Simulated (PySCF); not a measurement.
Species: C4H4F3S (doublet state).
Z-matrix (Å and degrees, GFN2-xTB geometry), rows numbered from 1:
```
F 
C   1  1.3342
F   2  1.3247  1  110.85
C   2  1.3292  1  122.17  3   179.04
F   4  1.3450  2  119.00  1  -179.73
C   4  1.5047  2  125.09  1     6.28
C   6  1.4895  4  109.21  2    93.96
S   7  1.7162  6  121.79  4   -78.44
H   6  1.0919  4  108.30  2  -146.82
H   6  1.0921  4  109.02  2   -27.60
H   7  1.0753  6  119.43  4    74.19
H   8  1.3370  7   97.02  6   -25.16
```

The hyperfine couplings belong to this conformer and change with its torsions.

As a line formula: `FC(F)=C(F)C[CH]S` [radical].

Level of theory: UKS B3LYP, pcH-1 on C F H S, non-relativistic, mean-field spin-orbit, GIAO (PySCF 2.14.0). The structure is a single GFN2-xTB conformer in the gas phase; no vibrational or solvent corrections. A GFN2-xTB geometry isn't a minimum of the functional, and hyperfine couplings can be far from their values at a DFT geometry. No stability test was run, so a lower SCF solution isn't excluded.

The Mulliken spin populations are largest on C7 (+0.84) and S8 (+0.18). The angles at C7 add up to 354.7°, so it is nearly planar; its axial dipolar tensor and the negative coupling of its proton fit spin in a p orbital normal to that plane.

Q: How do the β-proton couplings of this frozen conformer go with θ, the angle between the C–H bond and the normal to the plane of the spin centre's three neighbours, both seen down the bond from centre to carbon?

A: 
```json
{"β H": "H9", "on": "C6", "centre": "C7", "θ (°)": "61", "cos²θ": "0.23", "a (G)": "+6.89"}
{"β H": "H10", "on": "C6", "centre": "C7", "θ (°)": "60", "cos²θ": "0.25", "a (G)": "+9.63"}
```

Couplings in gauss use g_iso = 2.0045.
